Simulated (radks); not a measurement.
Problem. N2-, 9 electrons, occupied as [He] 2s2 2p5. Method: scalar-relativistic Kohn-Sham, PBE, spin-polarised, spherical densities, point nucleus; open shells are filled with parallel spins first; Watson sphere of charge +2 and radius 3.25 bohr; computed with a radial shooting solver on a logarithmic mesh with Libxc functionals. Some entries of the table are withheld. Estimate them.

orbital  occ.  eigenvalue (eV)  <r^2> (bohr^2)  r(max) (bohr)
1s up       1        -379.2888             (1)         0.1482
1s down     1        -378.8773             (2)         0.1482
2s up       1              (3)           2.502          1.033
2s down     1              (4)           2.614          1.040
2p up       3          -4.6361           5.319          1.045
2p down     2          -3.7440           6.496          1.075

Solution. 
(1) 1s up <r^2> (bohr^2): 0.07146
(2) 1s down <r^2> (bohr^2): 0.07131
(3) 2s up eigenvalue (eV): -15.3127
(4) 2s down eigenvalue (eV): -14.1508
